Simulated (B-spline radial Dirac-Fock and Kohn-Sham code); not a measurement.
**Cr 3d3/2: cross section and angular parameters**

System: the free chromium atom, configuration [Ar] 3d5 4s1; threshold 5.64 eV (orbital energy of the model). Method: Dirac-Hartree-Slater photoionisation with a Latter tail; cross sections with all multipoles, angular parameters from the dipole term and its interference with E2. Computed with a B-spline atomic structure program.

Input file task.json (cfg lists n, l and occupation; rrms is the nuclear radius in fm):

```json
{"items": [{
  "Z": 24,
  "q": 0,
  "cfg": [[1, 0, 2], [2, 0, 2], [2, 1, 6], [3, 0, 2], [3, 1, 6], [3, 2, 5], [4, 0, 1]],
  "A": 52,
  "rrms": 3.6452,
  "do": "xps",
  "hv": [51.4, 60, 60.8, 100, 114.0, 118.0, 138.0, 311.0, 409.0, 446.0, 503.0, 524.0, 886.0, 1120.0, 1486.9, 2330.0, 2984.4, 3370.0, 3470.0, 3570.0, 4250.0, 4290.0, 4330.0, 4420.0, 4660.0, 5414.7, 6000, 8600.0, 9251.7, 15000],
  "edges": {"K": 5989.0, "L1": 696.0, "L2": 583.8, "L3": 574.1, "M1": 74.1}
}]}
```

Launch: `python xray2_run.py task.json out`

```
hν (eV)    σ (kb)      β      γ      δ
   51.4      2740  0.576  0.009  0.012
     60      2310  0.665  0.012  0.013
   60.8      2280  0.672  0.012  0.013
    100      1070  0.941  0.030  0.017
    114         ?      ?      ?      ?
    118       775  1.019  0.039  0.019
    138       553  1.085  0.051  0.021
    311      66.6  1.250  0.170  0.033
    409      29.1  1.230  0.234  0.040
    446      22.2  1.216  0.255  0.043
    503      15.2  1.191  0.287  0.047
    524      13.3  1.182  0.297  0.048
    886      2.27  1.012  0.438  0.074
   1120     0.987  0.921  0.499  0.091
 1486.9     0.349  0.810  0.572  0.118
   2330    0.0623  0.647  0.688  0.177
 2984.4    0.0231  0.563  0.748  0.219
   3370    0.0141  0.523  0.775  0.243
   3470    0.0125  0.514  0.782  0.249
   3570    0.0111  0.504  0.787  0.255
   4250   0.00534  0.450  0.817  0.294
   4290   0.00513  0.447  0.819  0.297
   4330   0.00494  0.444  0.820  0.299
   4420   0.00452  0.438  0.822  0.304
   4660   0.00361  0.423  0.829  0.317
 5414.7   0.00190  0.382  0.841  0.356
   6000   0.00122  0.358  0.847  0.385
   8600  0.000257  0.297  0.871  0.498
 9251.7  0.000186  0.287  0.879  0.524
  15000  2.14e-05  0.189  0.905  0.737
```

Q: Give the values at 114 eV.

A: σ = 832 kb, β = 1.003, γ = 0.037, δ = 0.018.
